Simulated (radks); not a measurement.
The numbers below are computed, except where a source is named.
Task: Radial electron density D(r) = 4 pi r^2 rho(r) of an atom or ion with 10 electrons. Code: a radial shooting solver on a logarithmic mesh with Libxc functionals. Model: scalar-relativistic Kohn-Sham, SOGGA, spin-polarised, spherical densities, finite nucleus; Fermi nuclear charge, rms radius of each element as measured or else 0.836 A^(1/3) + 0.57 fm.

| r (bohr) | D(r) (e/bohr) |
|---|---|
| 0.002148 | 5.688 |
| 0.002403 | 6.831 |
| 0.002666 | 8.074 |
| 0.002982 | 9.637 |
| 0.003309 | 11.32 |
| 0.003701 | 13.41 |
| 0.004107 | 15.62 |
| 0.004593 | 18.33 |
| 0.005138 | 21.39 |
| 0.005701 | 24.53 |
| 0.006377 | 28.25 |
| 0.007075 | 31.98 |
| 0.007914 | 36.24 |
| 0.008781 | 40.34 |
| 0.009822 | 44.82 |
| 0.01099 | 49.21 |
| 0.01219 | 53.05 |
| 0.01363 | 56.73 |
| 0.01513 | 59.55 |
| 0.01692 | 61.74 |
| 0.01878 | 62.85 |
| 0.021 | 62.97 |
| 0.02349 | 61.99 |
| 0.02607 | 60.23 |
| 0.02916 | 57.71 |
| 0.03235 | 55.19 |
| 0.03618 | 52.81 |
| 0.04015 | 51.42 |
| 0.04491 | 51.28 |
| 0.05023 | 52.85 |
| 0.05574 | 55.81 |
| 0.06234 | 60.17 |
| 0.06917 | 64.57 |
| 0.07737 | 68.60 |
| 0.08585 | 70.62 |
| 0.09603 | 69.92 |
| 0.1074 | 65.71 |
| 0.1192 | 58.75 |
| 0.1333 | 48.75 |
| 0.1479 | 38.29 |
| 0.1654 | 27.21 |
| 0.1836 | 18.23 |
| 0.2053 | 10.71 |
| 0.2297 | 5.616 |
| 0.2548 | 2.751 |
| 0.285 | 1.113 |
| 0.3163 | 0.4173 |
| 0.3538 | 0.1225 |
| 0.3925 | 0.03299 |
| 0.4391 | 0.006519 |
| 0.4911 | 0.001013 |
| 0.5449 | 0.0001415 |

What is the nuclear charge?

Result: Z = 50. The innermost maximum, from 1s, lies near gamma/Z bohr with gamma = sqrt(1 - (Z/c)^2) = 0.931, here 0.0186 bohr (found: 0.0200), and its height grows with Z. The density is that of the tin ion Sn40+ in [Ne]; the configuration itself is not fixed sharply by these data, and Z only to a few units. D(r) has 2 maxima, at r = 0.0200, 0.0886 bohr, and minima at 0.0428 bohr, inside which lie 2.07 electrons.
